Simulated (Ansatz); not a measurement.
Input file for C₃H₆AlNO:

```yaml
crystal:
  periodic: [false, false, false]
  atoms:
    - {symbol: C, position_ang: [-0.543303, -2.485533, -0.043280]}
    - {symbol: C, position_ang: [0.084845, -1.189748, -0.400189]}
    - {symbol: N, position_ang: [-0.301971, -0.091658, 0.076171]}
    - {symbol: C, position_ang: [0.030832, 1.166486, 0.086767]}
    - {symbol: O, position_ang: [-0.532678, 2.046018, -0.662032]}
    - {symbol: Al, position_ang: [0.621071, 2.986384, 0.487856]}
    - {symbol: H, position_ang: [-1.355357, -2.343701, 0.667982]}
    - {symbol: H, position_ang: [-0.928583, -2.974455, -0.943109]}
    - {symbol: H, position_ang: [0.204577, -3.160657, 0.384336]}
    - {symbol: H, position_ang: [0.918736, -1.211194, -1.108737]}
    - {symbol: H, position_ang: [-0.097721, 3.750400, 1.670743]}
    - {symbol: H, position_ang: [1.976751, 3.452457, -0.182608]}
basis:
  gaussian: {orbitals: def2-TZVPP}
correlation: {method: ccsd_t}
```

```sh
$ ansatz run in.yaml --threads 4 --pin off --events-out ev --progress --plain --max-ram 10444MiB
```

The program prints (abridged):

```
Functional definition: HF
1686 factors; integrals over basis functions are off by at most 9.3e-4 eV
mean field evaluation 1: about -13285.4972 eV, gradient 4.2e1 eV
mean field evaluation 2: about -13285.8309 eV, gradient 4.2e1 eV
mean field evaluation 4: about -13290.1554 eV, gradient 5.8e0 eV
mean field evaluation 8: about -13290.2747 eV, gradient 5.9e-1 eV
mean field evaluation 16: about -13290.2768 eV, gradient 1.7e-6 eV
mean field -13290.27678771 eV, -488.4086634752 hartree, gradient 1.7e-6 eV, S^2 0.000000; 0 other end points of the search recorded, 0 dependent functions left out
10 core orbitals not correlated: weight in the atoms' cores, before any rotation towards them, 1.000 or more for the frozen orbitals, at most 0.000 for the correlated occupied ones
reference -13290.27678771 eV, -488.4086634752 hartree; 16, 16 occupied and 255, 255 virtual orbitals, 1686 factors
second order -26.89641209 eV of doubles, -0.00000000 eV of singles
cycle   1  -26.90845967 eV  change   -1.2e-2 eV  update   1.4e-1
cycle   2  -27.70008802 eV  change   -7.9e-1 eV  update   4.5e-2
cycle   3  -27.91482291 eV  change   -2.1e-1 eV  update   2.6e-2
cycle   4  -27.89656798 eV  change    1.8e-2 eV  update   7.9e-3
cycle   5  -27.89173806 eV  change    4.8e-3 eV  update   4.3e-3
cycle   6  -27.89461116 eV  change   -2.9e-3 eV  update   1.7e-3
cycle   7  -27.89384130 eV  change    7.7e-4 eV  update   8.8e-4
cycle   8  -27.89344825 eV  change    3.9e-4 eV  update   3.4e-4
cycle   9  -27.89368220 eV  change   -2.3e-4 eV  update   2.0e-4
cycle  10  -27.89368947 eV  change   -7.3e-6 eV  update   6.5e-5
cycle  11  -27.89365912 eV  change    3.0e-5 eV  update   3.2e-5
perturbative correction -1.27371574 eV, -0.0468081899 hartree
Total energy: -13319.44416257 eV, -489.4805447310 hartree
```

It took 3.3 min on 4 threads of an Arm Neoverse V2 on a shared host, with 8.2 GiB of host memory at the peak.

The correlation energy is -29.167 eV, 4.4 % of it from (T); the T1 diagnostic reads 0.0171.
